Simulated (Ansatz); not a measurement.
CH8O2Si2 (`C[Si](O)(O)[SiH3]`). The species carries charge 0 and has multiplicity 1. The geometry is a stationary point of PBE0-D4/def2-TZVP. It is one conformer, not always the lowest.

```xyz
13

C    -1.575    0.100   -0.677
Si    0.102   -0.496   -0.114
O     0.002   -1.832    0.836
O     1.000   -0.927   -1.436
Si    1.203    1.113    1.191
H    -2.208    0.329    0.183
H    -1.494    1.009   -1.281
H    -2.080   -0.663   -1.276
H    -0.161   -2.670    0.399
H     0.871   -0.427   -2.242
H     2.542    0.635    1.629
H     1.393    2.358    0.392
H     0.405    1.471    2.397
```

(1) What is the dipole moment at PBE/def2-TZVPP? (Best estimate.)

(2) And with r2SCAN, B3LYP, ωB97M-V? (An estimate is asked.)

(3) Give the Mulliken charges with PBE, ωB97M-V, r2SCAN in def2-TZVPP. (Estimate.)

Results:

(1) Computed: 2.53 D, with components (-1.46, -0.10, -2.07) D in this frame, pointing from negative to positive charge.

(2) The calculation gave: r2SCAN 2.57 D, B3LYP 2.55 D, ωB97M-V 2.57 D.

(3) The calculation gave: 
| atom | PBE | ωB97M-V | r2SCAN |
| --- | --- | --- | --- |
| C1 | -0.40 | -0.47 | -0.34 |
| Si2 | 0.54 | 0.59 | 0.65 |
| O3 | -0.36 | -0.38 | -0.42 |
| O4 | -0.34 | -0.37 | -0.41 |
| Si5 | 0.03 | 0.00 | 0.11 |
| H6 | 0.11 | 0.13 | 0.08 |
| H7 | 0.10 | 0.12 | 0.07 |
| H8 | 0.10 | 0.12 | 0.07 |
| H9 | 0.18 | 0.17 | 0.20 |
| H10 | 0.18 | 0.17 | 0.20 |
| H11 | -0.04 | -0.02 | -0.06 |
| H12 | -0.06 | -0.03 | -0.08 |
| H13 | -0.05 | -0.02 | -0.07 |

B3LYP here is the variant with VWN-RPA as its local correlation; programs differ in this.
